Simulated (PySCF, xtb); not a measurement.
TaOCl₂, SMILES [O]=[Ta+]([Cl])[Cl], charge +1, multiplicity 1.

Harmonic wavenumbers (cm⁻¹) from GFN2-xTB (xtb) at its own minimum, in rising order: 123, 158, 173, 328, 335, 754.

### Question
What does PBE0-D3(BJ)/def2-SVP in PySCF give at its own minimum? (Estimate from the structure and the level; the computed values follow.)

### Answer
120, 203, 247, 452, 455, 1079. Paired by order, the mean absolute difference is 115 cm⁻¹ and the zero-point energies are 2.7 and 3.7 kcal/mol.
